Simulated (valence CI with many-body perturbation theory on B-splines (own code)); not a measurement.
**Forbidden lines of Tb42+**

Level of theory: valence CI with perturbative core correlation (CI+MBPT): five valence electrons over a frozen Dirac-Fock core [Ar], a basis of 7 s, 7 p, 8 d, 6 f, 4 g, 1 h functions for each j, with the one-electron correlation potential Σ1, the two-electron term Σ2, the three-electron term Σ3, Breit, model QED; selected CI, second order for the rest, scaled by the run's own slope (own B-spline code, finite nucleus).

No measured spectrum was set against this ion. As an estimate, large intervals hold to a few tenths of a per cent, small ones and those within an open d or f shell to about a per cent. Among the levels kept, up to 250 cm⁻¹ of a level comes from second order outside the variational space, and about a tenth of that is noise between levels of different J, which matters for small intervals. Only levels of the ground parity were solved; by the run's estimate the other parity begins above the list, which can be wrong where configurations are misplaced.

Lines 1 to 50 of 120 in falling wavelength, among levels below 1354300 cm⁻¹, chosen from the decays that carry over 1 % of a level's rate. Wavelengths and rates use the calculated energies. Electric multipoles are in the length gauge, E1 and E2 with the static RPA response of the core. Weak lines are less certain than strong ones. Lines between different terms over intervals too small for the method are left out, as are lines whose strength nearly cancels. Branching is blank where the lifetime is uncertain.

Levels are named by their leading jj configuration (3d3/2^4 stands for four electrons in 3d with j = 3/2), which in mixed levels can hold well under half, so a name can repeat and another be missing. Letters in brackets count levels of one name in rising energy.

```csv
λ vac (Å),Upper,Lower,Type,A (s⁻¹),Branch %
9135,(3d3/2^3 3d5/2^2) J=11/2,(3d3/2^3 3d5/2^2) J=7/2 [a],E2,5.48e-08,
3064,(3d3/2^3 3d5/2^2) J=9/2,(3d3/2^3 3d5/2^2) J=11/2,M1,3.51e+02,26.9
2768,(3d3/2^3 3d5/2^2) J=7/2 [b],(3d3/2^3 3d5/2^2) J=5/2 [b],M1,3.66e+02,1.5
2295,(3d3/2^3 3d5/2^2) J=9/2,(3d3/2^3 3d5/2^2) J=7/2 [a],M1,9.37e+02,71.7
1866,(3d3/2^3 3d5/2^2) J=5/2 [b],(3d3/2^3 3d5/2^2) J=3/2 [a],M1,1.42e+03,3.2
1452,(3d3/2^3 3d5/2^2) J=1/2,(3d3/2^3 3d5/2^2) J=3/2 [a],M1,8.93e+03,99.3
1198,(3d3/2^3 3d5/2^2) J=7/2 [a],(3d3/2^3 3d5/2^2) J=5/2 [a],M1,6.17e+03,2.8
1006,(3d3/2^3 3d5/2^2) J=7/2 [b],(3d3/2^3 3d5/2^2) J=7/2 [a],M1,2.49e+03,10.3
871.5,(3d3/2^3 3d5/2^2) J=3/2 [b],(3d3/2^3 3d5/2^2) J=1/2,M1,2.25e+03,2.5
852.1,(3d3/2^2 3d5/2^3) J=5/2 [b],(3d3/2^2 3d5/2^3) J=5/2 [a],M1,5.80e+03,1.0
847.3,(3d3/2^2 3d5/2^3) J=7/2 [b],(3d3/2^2 3d5/2^3) J=7/2 [a],M1,4.23e+03,2.0
818.4,(3d3/2^2 3d5/2^3) J=1/2 [b],(3d3/2^2 3d5/2^3) J=3/2 [a],M1,1.67e+04,2.6
811.8,(3d3/2^2 3d5/2^3) J=1/2 [a],(3d3/2^3 3d5/2^2) J=3/2 [b],M1,2.04e+04,3.0
769.1,(3d3/2^3 3d5/2^2) J=3/2 [b],(3d3/2^3 3d5/2^2) J=5/2 [b],M1,6.27e+03,7.0
766.1,(3d3/2^2 3d5/2^3) J=9/2 [c],(3d3/2^2 3d5/2^3) J=9/2 [b],M1,1.68e+04,6.5
693.2,(3d3/2^2 3d5/2^3) J=5/2 [b],(3d3/2^3 3d5/2^2) J=3/2 [b],M1,1.75e+04,3.1
681.6,(3d3/2^3 3d5/2^2) J=5/2 [b],(3d3/2^3 3d5/2^2) J=5/2 [a],M1,3.72e+04,84.4
606.8,(3d3/2^2 3d5/2^3) J=3/2 [c],(3d3/2^2 3d5/2^3) J=1/2 [b],M1,1.07e+04,3.8
544.6,(3d3/2^3 3d5/2^2) J=3/2 [b],(3d3/2^3 3d5/2^2) J=3/2 [a],M1,1.59e+04,17.7
517.3,(3d3/2^2 3d5/2^3) J=9/2 [a],(3d3/2^3 3d5/2^2) J=7/2 [b],M1,3.67e+04,10.1
513.4,(3d3/2^2 3d5/2^3) J=3/2 [b],(3d3/2^2 3d5/2^3) J=5/2 [a],M1,1.13e+04,3.8
477.8,(3d3/2^2 3d5/2^3) J=5/2 [c],(3d3/2^3 3d5/2^2) J=3/2 [b],M1,1.02e+05,13.6
477.5,(3d3/2^2 3d5/2^3) J=7/2 [a],(3d3/2^3 3d5/2^2) J=5/2 [b],M1,8.01e+04,14.8
475.2,(3d3/2^2 3d5/2^3) J=3/2 [c],(3d3/2^2 3d5/2^3) J=5/2 [c],M1,1.66e+04,5.9
454.2,(3d3/2^2 3d5/2^3) J=5/2 [a],(3d3/2^3 3d5/2^2) J=7/2 [a],M1,8.10e+04,7.7
451.1,(3d3/2^2 3d5/2^3) J=3/2 [b],(3d3/2^3 3d5/2^2) J=3/2 [b],M1,4.35e+03,1.5
446.6,(3d3/2^3 3d5/2^2) J=5/2 [a],(3d3/2^4 3d5/2) J=5/2,M1,4.18e+05,100.0
442.7,(3d3/2^2 3d5/2^3) J=9/2 [c],(3d3/2^2 3d5/2^3) J=11/2,M1,2.69e+03,1.0
436.5,(3d3/2^2 3d5/2^3) J=7/2 [a],(3d3/2^3 3d5/2^2) J=9/2,M1,1.30e+05,24.1
436.4,(3d3/2 3d5/2^4) J=7/2 [a],(3d3/2^2 3d5/2^3) J=5/2 [c],M1,6.90e+04,5.7
425.5,(3d3/2^2 3d5/2^3) J=11/2,(3d3/2^3 3d5/2^2) J=9/2,M1,5.12e+04,13.8
424.3,(3d3/2^2 3d5/2^3) J=5/2 [d],(3d3/2^2 3d5/2^3) J=7/2 [b],M1,6.61e+03,1.0
420.3,(3d3/2^2 3d5/2^3) J=1/2 [a],(3d3/2^3 3d5/2^2) J=1/2,M1,2.40e+05,35.8
419.9,(3d3/2^2 3d5/2^3) J=5/2 [b],(3d3/2^3 3d5/2^2) J=7/2 [b],M1,5.47e+04,9.5
411.2,(3d3/2 3d5/2^4) J=5/2 [a],(3d3/2^2 3d5/2^3) J=3/2 [a],M1,9.19e+04,5.4
404.0,(3d3/2^2 3d5/2^3) J=3/2 [a],(3d3/2^3 3d5/2^2) J=1/2,M1,3.97e+04,3.7
393.4,(3d3/2 3d5/2^4) J=3/2 [a],(3d3/2^2 3d5/2^3) J=5/2 [c],M1,1.05e+05,6.9
387.9,(3d3/2 3d5/2^4) J=7/2 [a],(3d3/2^2 3d5/2^3) J=9/2 [b],M1,7.96e+04,6.6
380.5,(3d3/2^2 3d5/2^3) J=3/2 [a],(3d3/2^3 3d5/2^2) J=5/2 [b],M1,1.68e+05,15.5
373.6,(3d3/2^2 3d5/2^3) J=11/2,(3d3/2^3 3d5/2^2) J=11/2,M1,3.20e+05,86.2
369.2,(3d3/2 3d5/2^4) J=11/2,(3d3/2^2 3d5/2^3) J=9/2 [b],M1,7.40e+04,7.5
366.8,(3d3/2^2 3d5/2^3) J=7/2 [a],(3d3/2^3 3d5/2^2) J=7/2 [a],M1,1.92e+05,35.6
364.6,(3d3/2^2 3d5/2^3) J=5/2 [b],(3d3/2^3 3d5/2^2) J=5/2 [b],M1,2.34e+05,40.7
364.3,(3d3/2^2 3d5/2^3) J=9/2 [b],(3d3/2^3 3d5/2^2) J=7/2 [b],M1,6.16e+04,8.3
361.4,(3d3/2^3 3d5/2^2) J=3/2 [b],(3d3/2^3 3d5/2^2) J=5/2 [a],M1,1.41e+04,15.7
354.9,(3d3/2^2 3d5/2^3) J=9/2 [a],(3d3/2^3 3d5/2^2) J=11/2,M1,1.30e+05,35.6
348.5,(3d3/2^2 3d5/2^3) J=3/2 [c],(3d3/2^2 3d5/2^3) J=3/2 [a],M1,3.77e+03,1.3
346.2,(3d3/2^2 3d5/2^3) J=5/2 [d],(3d3/2^2 3d5/2^3) J=5/2 [b],M1,7.52e+04,11.5
343.3,(3d3/2^2 3d5/2^3) J=7/2 [b],(3d3/2^3 3d5/2^2) J=7/2 [b],M1,6.27e+04,30.2
341.6,(3d3/2^2 3d5/2^3) J=9/2 [a],(3d3/2^3 3d5/2^2) J=7/2 [a],M1,1.95e+05,53.4
```
